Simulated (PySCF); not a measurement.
**How methods differ on the interval between two levels of B⁺**

B⁺ [He] 2s2 → B⁺ [He] 2p2 [3P2, M_J = 2], as a difference of total energies. Calculation: PySCF 2.14, in x2c-TZVPall-2c with one added diffuse shell each of s, p, d type (6s4p3d1f, 40 functions); the two-component X2C-1e Hamiltonian. Correlated levels: 1s2 frozen. "Screened" scales the spin-orbit matrix elements by Boettger's factors to mimic the two-electron term; Breit and QED terms are absent.

```
                    method  interval between two levels (cm⁻¹)
           GHF (spin-free)                               88369
          GMP2 (spin-free)                               94723
 GHF (screened spin-orbit)                               88379
GMP2 (screened spin-orbit)                               94733
```

Errors of the correlated levels include the incompleteness of this basis and the frozen core.

The labels give the starting determinants; with spin-orbit coupling the two ends relaxed to ⟨J²⟩ = 0.00, ⟨L²⟩ = 0.00, ⟨S²⟩ = 0.00 and ⟨J²⟩ = 6.00, ⟨L²⟩ = 2.00, ⟨S²⟩ = 2.00.

For comparison: 98933 cm⁻¹ (measured; NIST Handbook of Basic Atomic Spectroscopic Data (Sansonetti and Martin, J. Phys. Chem. Ref. Data 34, 1559 (2005))).
